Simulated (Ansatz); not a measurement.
Cost against result

Saddle point of GeSiH₇, doublet (GeH₄ + SiH₃ → GeH₃ + SiH₄; bonds formed: H1–Si3; bonds broken: H1–Ge2), PBE0-D4/def2-TZVP structure:

```xyz
9
angstrom
H -0.0080 0.0677 -0.0477
Ge -0.2843 1.4605 -0.9855
Si 0.2934 -1.4971 1.0094
H -0.7858 1.0386 -2.3772
H -1.3443 2.3321 -0.2904
H 1.0315 2.2461 -1.1203
H 1.4478 -2.2421 0.4401
H 0.5856 -1.0732 2.4045
H -0.9360 -2.3326 0.9671
```

Barriers are electronic and count from the start structure reached by relaxing down the imaginary mode. Spin–orbit coupling is left out.

Ansatz 0.2.0; basis: as named in each row; cores frozen in the correlated methods; orbitals are unrestricted. Filled d shells of the heavier atoms are correlated. The def2 sets are not built for correlating such inner shells, so the correlated values are less sure here. B3LYP uses VWN-RPA correlation. Extrapolation: Hartree–Fock as exp(−7.88 √X), correlation as X^−2.97.

Times are rough, for one single point on 4 threads of a shared host (Intel Xeon Platinum 8259CL).

The estimate by CCSD(T) at an estimated basis limit (MP2 extrapolated from triple and quadruple zeta, plus CCSD(T) − MP2 in triple zeta) is 6.24 kcal/mol.

```json
{"method": "HF", "basis": "STO-3G", "time (s)": "under 1", "barrier (kcal/mol)": "13.97", "method less estimate": "7.73"}
{"method": "SPW92", "basis": "def2-SVP", "time (s)": "under 1", "barrier (kcal/mol)": "-3.80", "method less estimate": "-10.04"}
{"method": "PBE-D4", "basis": "STO-3G", "time (s)": "under 1", "barrier (kcal/mol)": "-0.64", "method less estimate": "-6.89"}
{"method": "PBE-D4", "basis": "def2-SVP", "time (s)": "under 1", "barrier (kcal/mol)": "-0.23", "method less estimate": "-6.47"}
{"method": "B3LYP-D4", "basis": "6-31G", "time (s)": "1", "barrier (kcal/mol)": "2.67", "method less estimate": "-3.57"}
{"method": "SPW92", "basis": "def2-TZVPP", "time (s)": "1", "barrier (kcal/mol)": "-3.65", "method less estimate": "-9.89"}
{"method": "PBE0-D4", "basis": "def2-SVP", "time (s)": "2", "barrier (kcal/mol)": "2.40", "method less estimate": "-3.84"}
{"method": "BLYP-D4", "basis": "def2-TZVPP", "time (s)": "2", "barrier (kcal/mol)": "0.72", "method less estimate": "-5.52"}
{"method": "PBE-D4", "basis": "def2-TZVPP", "time (s)": "2", "barrier (kcal/mol)": "-0.11", "method less estimate": "-6.35"}
{"method": "B3LYP-D4", "basis": "def2-TZVPP", "time (s)": "3", "barrier (kcal/mol)": "2.56", "method less estimate": "-3.69"}
{"method": "BHLYP-D4", "basis": "def2-TZVPP", "time (s)": "4", "barrier (kcal/mol)": "5.32", "method less estimate": "-0.92"}
{"method": "RPA on PBE", "basis": "def2-TZVPP", "time (s)": "4", "barrier (kcal/mol)": "7.52", "method less estimate": "1.28"}
{"method": "PBE0-D4", "basis": "def2-TZVPP", "time (s)": "4", "barrier (kcal/mol)": "2.38", "method less estimate": "-3.86"}
{"method": "CAM-B3LYP-D4", "basis": "def2-TZVPP", "time (s)": "4", "barrier (kcal/mol)": "4.58", "method less estimate": "-1.67"}
{"method": "r2SCAN-D4", "basis": "def2-TZVPP", "time (s)": "4", "barrier (kcal/mol)": "2.52", "method less estimate": "-3.72"}
{"method": "B2PLYP", "basis": "def2-TZVPP", "time (s)": "4", "barrier (kcal/mol)": "5.32", "method less estimate": "-0.92"}
{"method": "PBE-QIDH", "basis": "def2-TZVPP", "time (s)": "4", "barrier (kcal/mol)": "5.72", "method less estimate": "-0.52"}
{"method": "r2SCAN0-D4", "basis": "def2-TZVPP", "time (s)": "5", "barrier (kcal/mol)": "4.02", "method less estimate": "-2.23"}
{"method": "CCSD(T)", "basis": "def2-SVP", "time (s)": "5", "barrier (kcal/mol)": "9.30", "method less estimate": "3.05"}
{"method": "wB97M-V", "basis": "def2-SVP", "time (s)": "5", "barrier (kcal/mol)": "4.48", "method less estimate": "-1.76"}
{"method": "B97M-V", "basis": "def2-TZVPP", "time (s)": "6", "barrier (kcal/mol)": "2.10", "method less estimate": "-4.15"}
{"method": "wB97X-V", "basis": "def2-TZVPP", "time (s)": "8", "barrier (kcal/mol)": "4.77", "method less estimate": "-1.48"}
{"method": "wB97M-V", "basis": "def2-TZVPP", "time (s)": "9", "barrier (kcal/mol)": "4.59", "method less estimate": "-1.65"}
{"method": "MP2", "basis": "def2-QZVPP", "time (s)": "16", "barrier (kcal/mol)": "7.57", "method less estimate": "1.33"}
{"method": "CCSD(T)", "basis": "def2-TZVPP", "time (s)": "87", "barrier (kcal/mol)": "6.97", "method less estimate": "0.72"}
```

All methods are single points on the PBE0-D4 structures; a negative value means that the method puts the saddle structure below the start.

T1 diagnostic: at most 0.014. ⟨S²⟩ of the unrestricted Hartree–Fock references: 0.75 to 0.77 (a pure state has 0.75).

Radical steps of this kind take place in plasma deposition and etching.
